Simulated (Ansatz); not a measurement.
Program: Ansatz. Geometries: PBE0-D4/def2-TZVP. ΔE: electronic, gas phase. CCSD(T)/CBS adds triple-zeta CCSD(T) − MP2 to the extrapolated MP2 energy (def2 sets, frozen cores). This one scheme is used for every species. DFT in def2-TZVPP. B3LYP here is the variant with VWN-RPA as its local correlation; programs differ in this. For Se outer-core shells are correlated without core-valence functions, which leaves a few kJ/mol of doubt a bond. Scalar relativity is left out up to krypton. Each species was taken in one conformer, which may not be the lowest.

Consider the formal exchange of groups at the Se–Si bond: `CO[SiH2][Se]C` + `[F][AlH][F]` → `C[Se][Al]([F])[F]` + `CO[SiH3]`.

CCSD(T)/CBS gives -36.7 kJ/mol.

(1) Another level gave -36.9 kJ/mol. Which?
A. PBE-D4/def2-TZVPP
B. HF/def2-TZVPP
C. PBE/def2-TZVPP
D. B3LYP/def2-TZVPP

Largest T1 diagnostic among the species: 0.013.

Answers

(1) C. PBE -36.9, PBE-D4 -32.9, HF/def2-TZVPP -50.7, B3LYP -42.7 kJ/mol.

The D4 term adds +6.3 kJ/mol with B3LYP and +3.8 kJ/mol with PBE0; it sums over pairs of atoms, weighted by their polarisabilities, and B3LYP, whose exchange is more repulsive, gets the larger term. In def2-TZVPP, CCSD(T) changes the Hartree–Fock value by +12.5 kJ/mol (the triples alone add +2.1 kJ/mol) and MP2 by +15.0 kJ/mol.
